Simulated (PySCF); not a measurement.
**C5H8F3O: g tensor and hyperfine couplings**

Compound: C₅H₈F₃O (doublet state).
SMILES with atom numbers: `[CH3:1][CH2:2][CH:3][O:4][CH2:5][C:6]([F:7])([F:8])[F:9]` (hydrogens: H10, H11, H12 on C1; H13, H14 on C2; H15 on C3; H16, H17 on C5)

Structure used (GFN2-xTB), in Å, numbered top down from 1:
```
atom  x, y, z in Å
C1    -2.795   -0.146    0.044
C2    -1.605   -0.296    1.011
C3    -0.357    0.287    0.477
O4     0.465   -0.571   -0.228
C5     1.657   -0.039   -0.699
C6     2.701    0.132    0.417
F7     3.876    0.532   -0.098
F8     2.345    1.053    1.320
F9     2.931   -1.002    1.081
H10   -2.581   -0.653   -0.893
H11   -3.688   -0.583    0.483
H12   -2.986    0.904   -0.162
H13   -1.859    0.202    1.950
H14   -1.435   -1.354    1.207
H15   -0.263    1.343    0.271
H16    2.067   -0.745   -1.426
H17    1.521    0.948   -1.166
```

The hyperfine couplings belong to this conformer and change with its torsions.

Level of theory: PySCF 2.14.0, UKS B3LYP, pcH-1 on C F H O, non-relativistic, mean-field spin-orbit, GIAO. One conformer (not necessarily the lowest) at the GFN2-xTB geometry, without solvent, vibrations or thermal averaging. A GFN2-xTB geometry isn't a minimum of the functional, and hyperfine couplings can be far from their values at a DFT geometry. The SCF solution wasn't tested for stability.

```
g1, g2, g3                      : 2.00202, 2.00302, 2.00390
g_iso                           : 2.00298
Form of g                       : rhombic: the two nearest values differ by 47 % of g3 − g1
⟨S²⟩                            : 0.7535 (exact 0.7500)
HOMO–LUMO gap, α and β orbitals : 6.03, 7.93 eV
Total energy                    : -570.07891 Eh
```

Isotropic coupling and dipolar principal values T1 to T3, in 10⁻⁴ cm⁻¹; ρ(0) is the spin density at the nucleus (1 × 10⁻⁴ cm⁻¹ = 2.998 MHz):

```json
{"atom": "C1", "isotope": "13C", "a_iso": "25.7", "T1": "-1.7", "T2": "-1.7", "T3": "3.4", "Mulliken spin population": "0.04", "ρ(0) (bohr⁻³)": "0.0687"}
{"atom": "C2", "isotope": "13C", "a_iso": "-8.2", "T1": "-0.7", "T2": "-0.3", "T3": "1.0", "Mulliken spin population": "-0.07", "ρ(0) (bohr⁻³)": "-0.0219"}
{"atom": "C3", "isotope": "13C", "a_iso": "48.1", "T1": "-26.7", "T2": "-26.1", "T3": "52.8", "Mulliken spin population": "0.93", "ρ(0) (bohr⁻³)": "0.1283"}
{"atom": "O4", "isotope": "17O", "a_iso": "-5.9", "T1": "-18.9", "T2": "9.0", "T3": "9.9", "Mulliken spin population": "0.09", "ρ(0) (bohr⁻³)": "0.0294"}
{"atom": "C5", "isotope": "13C", "a_iso": "-0.8", "T1": "-0.5", "T2": "-0.3", "T3": "0.9", "Mulliken spin population": "-0.01", "ρ(0) (bohr⁻³)": "-0.0021"}
{"atom": "C6", "isotope": "13C", "a_iso": "4.6", "T1": "-0.4", "T2": "-0.1", "T3": "0.6", "Mulliken spin population": "0.01", "ρ(0) (bohr⁻³)": "0.0122"}
{"atom": "F7", "isotope": "19F", "a_iso": "3.3", "T1": "-1.3", "T2": "-1.1", "T3": "2.4", "Mulliken spin population": "0.00", "ρ(0) (bohr⁻³)": "0.0023"}
{"atom": "F8", "isotope": "19F", "a_iso": "19.9", "T1": "-4.8", "T2": "-4.7", "T3": "9.5", "Mulliken spin population": "0.00", "ρ(0) (bohr⁻³)": "0.0142"}
{"atom": "F9", "isotope": "19F", "a_iso": "-0.3", "T1": "-0.8", "T2": "-0.4", "T3": "1.1", "Mulliken spin population": "0.00", "ρ(0) (bohr⁻³)": "-0.0002"}
{"atom": "H10", "isotope": "1H", "a_iso": "-1.4", "T1": "-1.6", "T2": "-0.6", "T3": "2.2", "Mulliken spin population": "0.00", "ρ(0) (bohr⁻³)": "-0.0009"}
{"atom": "H11", "isotope": "1H", "a_iso": "4.7", "T1": "-1.1", "T2": "-0.5", "T3": "1.6", "Mulliken spin population": "0.01", "ρ(0) (bohr⁻³)": "0.0032"}
{"atom": "H12", "isotope": "1H", "a_iso": "-0.7", "T1": "-1.6", "T2": "-0.7", "T3": "2.3", "Mulliken spin population": "0.00", "ρ(0) (bohr⁻³)": "-0.0005"}
{"atom": "H13", "isotope": "1H", "a_iso": "16.9", "T1": "-1.9", "T2": "-1.6", "T3": "3.5", "Mulliken spin population": "0.02", "ρ(0) (bohr⁻³)": "0.0114"}
{"atom": "H14", "isotope": "1H", "a_iso": "3.4", "T1": "-1.7", "T2": "-1.5", "T3": "3.2", "Mulliken spin population": "0.00", "ρ(0) (bohr⁻³)": "0.0023"}
{"atom": "H15", "isotope": "1H", "a_iso": "-15.7", "T1": "-12.2", "T2": "-0.4", "T3": "12.6", "Mulliken spin population": "-0.04", "ρ(0) (bohr⁻³)": "-0.0105"}
{"atom": "H16", "isotope": "1H", "a_iso": "-0.5", "T1": "-1.0", "T2": "-0.8", "T3": "1.9", "Mulliken spin population": "0.00", "ρ(0) (bohr⁻³)": "-0.0003"}
{"atom": "H17", "isotope": "1H", "a_iso": "2.6", "T1": "-1.2", "T2": "-1.1", "T3": "2.3", "Mulliken spin population": "0.01", "ρ(0) (bohr⁻³)": "0.0018"}
```

Largest spin populations (Mulliken): C3 (+0.93), O4 (+0.09) and C2 (-0.07). No atom but C3 exceeds +0.15. The positive populations add up to 1.12 and the negative ones to -0.12, together 2S = 1. The angles at C3 add up to 355.3°, so it is nearly planar; its axial dipolar tensor and the negative coupling of its proton fit spin in a p orbital normal to that plane.

Axes: g3 points within 5° of the C2–C3 bond.

Under fast tumbling the dipolar parts average out, and these isotropic splittings remain: 1 × 1H (H15, I = 1/2, 2 lines) with 1.68 mT, 2 × 1H (H13/H14, I = 1/2, 3 lines) with 1.09 mT, 3 × 19F (F7/F8/F9, I = 1/2, 4 lines) with 0.82 mT, 2 × 1H (H16/H17, I = 1/2, 3 lines) with 0.11 mT and 3 × 1H (H10/H11/H12, I = 1/2, 4 lines) with 0.09 mT.

Nuclei that the bonding pattern makes equivalent are averaged, as if the motion that swaps them (rotation, inversion, ring flip) were fast. The three 19F nuclei of mean +23.0 MHz run from -0.8 to 59.8 MHz in the frozen geometry. The three 1H nuclei of mean +2.6 MHz run from -4.1 to 14.2 MHz in the frozen geometry. The 1H value of +30.4 MHz is a mean of couplings from 10.1 to 50.8 MHz in this one geometry, not an average over conformers. The 1H value of +3.2 MHz is a mean of couplings from -1.5 to 7.9 MHz in this one geometry, not an average over conformers.

The 13C coupling of C3 (144.2 MHz) shows only in satellite lines or after enrichment, since that isotope makes up about 1.07 % of natural carbon.

The 17O coupling of O4 (-17.8 MHz) shows only in satellite lines or after enrichment, since that isotope makes up about 0.038 % of natural oxygen.

On one thread, Arm Neoverse V1 (aarch64), shared host, this took 1.9 min wall (grids of density and orbitals included) and 1.0 GiB of memory at its peak.
